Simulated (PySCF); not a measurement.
# Electronic structure of Zr (zirconium, neutral) at the UHF level

Configuration: [Kr] 4d1 5s2 5p1, one real determinant (an excited configuration). Computed with PySCF 2.14 in x2c-TZVPPall (8s6p6d2f1g, 79 functions), with the spin-free X2C one-electron Hamiltonian (Gaussian nucleus).

| Item | Value |
| --- | --- |
| Total energy | -3596.078855 hartree |
| One-electron energy | -4959.3978 hartree |
| Hartree (Coulomb) energy | 1476.1834 hartree |
| Exchange energy | -112.8645 hartree |
| ⟨S²⟩ | 2.0754 |
| ⟨L²⟩ | 8.564 |
| Sum of ⟨r⟩ | 33.99 bohr |
| Sum of ⟨r²⟩ | 81.49 bohr² |
| Traceless quadrupole moment −½Σ⟨3z² − r²⟩ along its main axis | -12.1 e·bohr² |
| Langevin diamagnetic susceptibility | -64.5 ×10⁻⁶ cm³/mol |

```tsv
shell	electrons	mean orbital energy (eV)	spread (eV)	rms radius, mean of both spins (bohr)
1s α	1	-18101.7	0	0.0426
1s β	1	-18101.7	0	0.0426
2s α	1	-2584.0	0	0.176
2s β	1	-2583.8	0	0.176
2p α	3	-2299.2	0.023	0.157
2p β	3	-2299.0	0.177	0.157
3s α	1	-458.43	0	0.487
3s β	1	-458.33	0	0.487
3p α	3	-362.83	0.340	0.496
3p β	3	-362.70	0.296	0.496
3d α	5	-205.54	0.752	0.495
3d β	5	-205.30	0.440	0.495
4s α	1	-72.830	0	1.29
4s β	1	-71.741	0	1.29
4p α	3	-45.193	1.043	1.46
4p β	3	-43.697	0.809	1.46
4d α	1	-11.855	0	2.19
5s α	1	-8.493	0	3.83
5s β	1	-7.030	0	3.83
5p α	1	-4.489	0	5.17
```

⟨L²⟩ = 8.56 against 12 for a pure F term, so this real determinant mixes terms. ⟨S²⟩ = 2.08 against 2.00 shows spin contamination.

Densities and radii are taken from the X2C orbitals without a picture-change correction, which distorts them close to the nucleus.

Spin-orbit constants ζ (cm⁻¹) from the X2C one-electron operator on these orbitals: bare nucleus, nucleus screened by l(l+1)(2l+1)/3 electrons, and screened by the Breit-Pauli mean field of the electrons.

```csv
shell,bare,screened nucleus,mean field
2p,469500,446000,435500
3p,75640,71850,69860
3d,10380,7783,7373
4p,9118,8662,8389
4d,616.2,462.1,419.1
5p,543.2,516.0,498.2
```

To first order the Landé constant is A = 222.7 cm⁻¹, so the lowest level has J = 2 and lies 0.110 eV below the centre of the term. This holds in LS coupling only.
